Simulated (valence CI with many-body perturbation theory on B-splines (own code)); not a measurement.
# Mo29+: electric-dipole lines

Calculated by valence CI with perturbative core correlation (CI+MBPT): three valence electrons over a frozen Dirac-Fock core [Ne], radial functions for each j: 11 s, 11 p, 10 d, 8 f, 5 g, 2 h, with the one-electron correlation potential Σ1 (screened to all orders), the two-electron term Σ2, the three-electron term Σ3, Breit, model QED; selected single and double excitations, second order for the rest, scaled by the run's own slope (own B-spline code, finite nucleus).

The last digits are not significant, and no measured levels were compared; by estimate large intervals hold to a few tenths of a per cent, small ones and those within an open d or f shell to about a per cent.

Lines 1 to 50 of 582 in falling wavelength, among levels below 6334.0 × 10³ cm⁻¹, chosen from the strongest by gf and those to the six lowest levels. Wavelengths and rates use the calculated energies. Electric multipoles are in the length gauge, E1 and E2 with the static RPA response of the core. Weak lines are less certain than strong ones. Lines between different terms over intervals too small for the method are left out, as are lines whose strength nearly cancels. Where a level lies close to another of its J and parity, the split of strength between their lines is uncertain. The highest levels of a list are the least certain.

Names give the largest LS component (configuration and term), which can be under half, so a name can repeat, a term be missing and a line seem to break the LS rules; names also repeat where a configuration has a term twice. Letters in brackets count levels of one name in rising energy.

```
λ vac (Å)                 Upper                 Lower   A (s⁻¹)  S (a.u.) with core polarisation  S without
    389.8        3s2 4p 2P°_1/2         3s2 4s 2S_1/2  4.27e+09                         2.50e-01   2.51e-01
    299.5        3s2 4p 2P°_3/2         3s2 4s 2S_1/2  8.95e+09                         4.75e-01   4.76e-01
    297.8         3s 3p2 4P_1/2        3s2 3p 2P°_3/2  6.56e+07                         1.71e-03   1.76e-03
    215.3         3s 3p2 4P_3/2        3s2 3p 2P°_3/2  2.23e+08                         4.40e-03   4.52e-03
    195.9        3p 3d2 2H°_9/2         3s 3d2 2G_9/2  2.95e+09                         1.09e-01   1.12e-01
    195.0        3p 3d2 4G°_5/2         3s 3d2 4F_3/2  5.19e+09                         1.14e-01   1.17e-01
    194.7        3p 3d2 2H°_9/2         3s 3d2 2G_7/2  6.54e+09                         2.38e-01   2.44e-01
    192.3         3s 3p2 4P_5/2        3s2 3p 2P°_3/2  1.76e+09                         3.70e-02   3.80e-02
    190.8     3p2 3d 4F_9/2 [a]  3s 3p 3d 2F°_7/2 [a]  4.04e+09                         1.38e-01   1.42e-01
    186.8    3p 3d2 2G°_7/2 [a]         3s 3d2 2G_9/2  4.23e+09                         1.09e-01   1.12e-01
    185.6    3p 3d2 2G°_7/2 [a]         3s 3d2 2G_7/2  2.87e+09                         7.25e-02   7.44e-02
    185.3        3p 3d2 4G°_7/2         3s 3d2 4F_7/2  4.17e+09                         1.05e-01   1.07e-01
    185.2         3s 3p2 4P_1/2        3s2 3p 2P°_1/2  2.54e+09                         1.59e-02   1.63e-02
    179.4        3p 3d2 4G°_7/2         3s 3d2 4F_5/2  7.45e+09                         1.70e-01   1.74e-01
    174.8        3p 3d2 4G°_9/2         3s 3d2 4F_9/2  5.27e+09                         1.39e-01   1.42e-01
    171.2         3p2 3d 4F_3/2      3s 3p 3d 4D°_1/2  6.31e+09                         6.24e-02   6.40e-02
    170.6           3p3 2D°_3/2         3s 3p2 2D_3/2  3.22e+09                         3.16e-02   3.24e-02
    169.2     3p2 3d 2F_7/2 [a]      3s 3p 3d 4D°_7/2  3.65e+09                         6.98e-02   7.16e-02
    167.7        3p 3d2 4G°_9/2         3s 3d2 4F_7/2  6.35e+09                         1.48e-01   1.52e-01
    167.5     3p2 3d 2F_5/2 [b]  3s 3p 3d 2F°_7/2 [b]  4.87e+09                         6.78e-02   6.95e-02
    166.4         3p2 3d 4D_3/2  3s 3p 3d 2D°_5/2 [b]  8.52e+09                         7.75e-02   7.95e-02
    165.6         3p2 3d 4D_5/2  3s 3p 3d 2D°_5/2 [b]  4.44e+09                         5.97e-02   6.12e-02
    164.0    3p 3d2 2G°_9/2 [a]         3s 3d2 2F_7/2  3.24e+09                         7.05e-02   7.22e-02
    163.2         3s 3p2 2D_3/2        3s2 3p 2P°_3/2  1.30e+09                         1.12e-02   1.14e-02
    159.3     3p2 3d 4F_9/2 [b]  3s 3p 3d 2F°_7/2 [b]  6.87e+09                         1.37e-01   1.41e-01
    158.5    3p 3d2 4D°_7/2 [a]         3s 3d2 4F_9/2  1.43e+10                         2.25e-01   2.31e-01
    157.4           3p3 4S°_3/2         3s 3p2 2D_5/2  7.10e+09                         5.47e-02   5.61e-02
    155.4        3p 3d2 2H°_9/2     3p2 3d 2F_7/2 [b]  5.68e+09                         1.05e-01   1.08e-01
    154.2        3p 3d2 4P°_3/2         3s 3d2 4P_5/2  8.06e+09                         5.83e-02   5.98e-02
    154.1     3p2 3d 2F_7/2 [b]  3s 3p 3d 2D°_5/2 [c]  5.34e+09                         7.73e-02   7.92e-02
    154.0         3p2 3d 4F_5/2      3s 3p 3d 4P°_5/2  7.70e+09                         8.33e-02   8.54e-02
    153.4         3p2 3d 4D_5/2  3s 3p 3d 4P°_3/2 [b]  4.96e+09                         5.30e-02   5.44e-02
    153.4         3p2 3d 4F_5/2      3s 3p 3d 4D°_3/2  8.40e+09                         8.98e-02   9.21e-02
    152.6     3p2 3d 4F_9/2 [a]      3s 3p 3d 4D°_7/2  4.59e+09                         8.04e-02   8.25e-02
    151.5    3p 3d2 2F°_7/2 [b]         3s 3d2 2F_5/2  5.82e+09                         7.99e-02   8.19e-02
    150.5         3p2 3d 4F_7/2      3s 3p 3d 4F°_9/2  1.58e+10                         2.12e-01   2.18e-01
    150.4         3p2 3d 4D_5/2      3s 3p 3d 4D°_7/2  6.49e+09                         6.54e-02   6.70e-02
    149.6         3s 3p2 4P_3/2        3s2 3p 2P°_1/2  5.69e+07                         3.76e-04   3.85e-04
    149.0        3p 3d2 4F°_5/2         3s 3d2 4F_7/2  1.12e+10                         1.10e-01   1.12e-01
    148.5         3p2 3d 4F_5/2      3s 3p 3d 4F°_7/2  1.97e+10                         1.91e-01   1.96e-01
    148.3        3p 3d2 2H°_9/2         3s 3d2 4F_7/2  3.88e+09                         6.24e-02   6.40e-02
    147.3           3p3 2D°_3/2         3s 3p2 4P_5/2  1.88e+10                         1.18e-01   1.22e-01
    146.2      3s 3p 3d 4F°_3/2         3s 3p2 2D_3/2  1.39e+09                         8.61e-03   8.82e-03
    145.5         3s 3p2 2P_1/2        3s2 3p 2P°_3/2  4.30e+09                         1.31e-02   1.34e-02
    144.6            3d3 2P_3/2    3p 3d2 2P°_3/2 [c]  8.76e+09                         5.23e-02   5.35e-02
    144.3    3p 3d2 2F°_7/2 [c]         3s 3d2 2F_5/2  5.86e+09                         6.96e-02   7.13e-02
    144.0            3d3 2H_9/2    3p 3d2 2G°_7/2 [b]  3.81e+09                         5.61e-02   5.74e-02
    144.0  3s 3p 3d 2D°_5/2 [a]         3s 3p2 2D_3/2  3.84e+08                         3.40e-03   3.48e-03
    143.3     3p2 3d 4F_9/2 [a]      3s 3p 3d 4F°_9/2  1.79e+10                         2.60e-01   2.66e-01
    143.1    3p 3d2 2G°_9/2 [a]         3s 3d2 2G_7/2  1.64e+10                         2.37e-01   2.43e-01
```
